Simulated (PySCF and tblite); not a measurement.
C₇H₁₂FN₂ (charge +1), numbered as in [CH3:1][CH2:2][CH2:3][n+:4]1[cH:5][c:6]([F:7])[cH:8][n:9]1[CH3:10].

Conformers came from 90 starts (ETKDG and KDG, MMFF94s, GFN2-xTB); geometries are GFN2-xTB. Weights use PBE0-D3(BJ)/pcSseg-1 energies plus GFN2-xTB zero-point and thermal terms (modes under about 100 cm⁻¹ blended into free rotors). Symmetry numbers and mirror images are counted. Conformers within 3 kcal/mol (GFN2-xTB free energy) were kept, 9 at most. GIAO shieldings: PBE0/pcSseg-1. Shifts are against TMS (¹H), TMS (¹³C), CFCl3 (¹⁹F), NH3 (¹⁵N) at the same level. (PySCF 2.14, tblite 0.8.)

Torsions listed: C1–C2–C3–N4, C2–C3–N4–N9. Of a mirror pair one member is shown.

```tsv
conformer	shape	symmetry	E(GFN2) kcal/mol	E(DFT) kcal/mol
1	-63°, -85°	C1 (pair)	0.00	0.00
2	-179°, -87°	C1 (pair)	0.45	0.30
3	-66°, 104°	C1 (pair)	0.30	0.31
```

(1) How much do the weights at 298.15 K and the averaged shift of C2 depend on how the conformers are weighted?

The ion is treated without a counter-ion.

Results:

(1) 
| weighting | 1 (%) | 2 (%) | 3 (%) | δ (ppm) |
| --- | --- | --- | --- | --- |
| DFT energy with thermal terms, symmetry and mirror images (full scheme) | 41 | 39 | 19 | 29.7 |
| DFT energy with symmetry and mirror images | 45 | 28 | 27 | 29.6 |
| bare DFT energy | 45 | 28 | 27 | 29.6 |
| GFN2-xTB energy with symmetry and mirror images | 48 | 23 | 29 | 29.4 |
| GFN2-xTB free energy | 45 | 33 | 22 | 29.5 |
| leading conformer alone | 100 | 0 | 0 | 26.6 |
| equal weights | 33 | 33 | 33 | 30.2 |
| full scheme, search stopped after three starts | 0 | 100 | 0 | 31.6 |

The largest departure from the full scheme, 3.1 ppm, comes with: leading conformer alone.


¹⁵N shifts are against a computed isolated NH3 molecule, about 20 ppm from the liquid.